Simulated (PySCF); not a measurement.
## Te: ionisation energy

Te [Kr] 4d10 5s2 5p4 (3P) → Te⁺ [Kr] 4d10 5s2 5p3 (4S), as a difference of total energies. Computed with PySCF 2.14 in aug-cc-pVQZ-PP with ECP28MDF, with scalar relativity through the core potential. Correlated levels: valence: 4s2 4p6 4d10 frozen. The calculations carry no spin-orbit coupling.

| method | ionisation energy (eV) |
| --- | --- |
| UHF | 7.733 |
| MP2 (valence) | 8.458 |
| SCS-MP2 (valence) | 8.537 |
| CCSD (valence) | 8.586 |
| CCSD(T) (valence) | 8.625 |

Q: How much does correlation contribute at CCSD(T) (valence)?

A: 8.625 − (7.733) = 0.892 eV, measured against UHF.

Errors of the correlated levels include the incompleteness of this basis and the frozen core.

For comparison: 8.749 eV (measured; NIST levels, between the centres of gravity of the two terms).
